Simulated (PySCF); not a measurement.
CH7Cl2NSi2, SMILES [SiH3]CN[SiH](Cl)Cl. Coordinates come from a B3LYP-D3(BJ)/def2-SVP optimisation. The structure was generated by enumeration, and PubChem lists no compound with its InChIKey, so it may never have been made. Other conformers were not sampled.

Task: Give the equilibrium geometry at B3LYP-D3(BJ)/def2-SVP (PySCF confirms it by a frequency run) as a Z-matrix. (An estimate is asked for; the answer gives what the named calculation found.)

Result: Several could match; the one computed here: 
```
N
H 1 1.0167
C 1 1.4632 2 114.81
H 3 1.1045 1 109.07 2 -173.43
H 3 1.1082 4 105.60 1 121.45
Si 1 1.7110 2 117.25 3 156.69
H 6 1.4766 1 111.19 2 149.45
Si 3 1.9018 4 107.43 5 117.98
H 8 1.4899 3 110.08 4 54.63
H 8 1.4925 9 109.77 3 121.62
H 8 1.4935 9 108.91 10 119.48
Cl 6 2.0656 7 110.95 1 118.77
Cl 6 2.0822 7 106.23 1 -123.47
```
